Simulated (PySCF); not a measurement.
## The 28-electron isoelectronic series, spin-free X2C

All values are computed (PySCF 2.14, energy differences of UHF-based or UKS calculations, no spin-orbit coupling). Each ion has its own even-tempered basis scaled to its charge (21s14p10d5f4g for the first); frozen: nothing. Ionisation energies in eV.

```
  ion   configuration     UHF  MP2 (outer shells)  NIST (with spin-orbit, Breit and QED)
 Se⁶⁺  [Ar] 3d10 (1S)  153.37                 n/a                                 155.33
 Rb⁹⁺  [Ar] 3d10 (1S)  275.71                 n/a                          277.12 ± 0.12
Mo¹⁴⁺  [Ar] 3d10 (1S)  542.86              544.75                          544 ± 0.5 (s)
Ru¹⁶⁺  [Ar] 3d10 (1S)  671.52              673.37                            670 ± 3 (t)
Sn²²⁺  [Ar] 3d10 (1S)  1131.5              1133.3                           1127 ± 4 (t)
Sb²³⁺  [Ar] 3d10 (1S)  1219.0              1220.7                           1214 ± 4 (t)
Te²⁴⁺  [Ar] 3d10 (1S)  1309.5              1311.2                           1304 ± 4 (t)
 I²⁵⁺  [Ar] 3d10 (1S)  1403.0              1404.7                           1397 ± 4 (t)
Xe²⁶⁺  [Ar] 3d10 (1S)  1499.7              1501.4                           1493 ± 4 (t)
```

Task: Interpolate the row of Nb¹³⁺.

Result: configuration [Ar] 3d10 (1S); UHF 483.18; MP2 (outer shells) 485.10; NIST (with spin-orbit, Breit and QED) 482.5 ± 1.5 (s).

Each ion has its own basis, which adds noise of up to about 0.1 % along the series.

NIST values marked (s) are semi-empirical, (t) theoretical. Open shells are high-spin determinants of the terms that Hund's rules give.

Spin-orbit coupling of the open shells is absent from the calculated values and included in NIST's; it grows fast with Z.
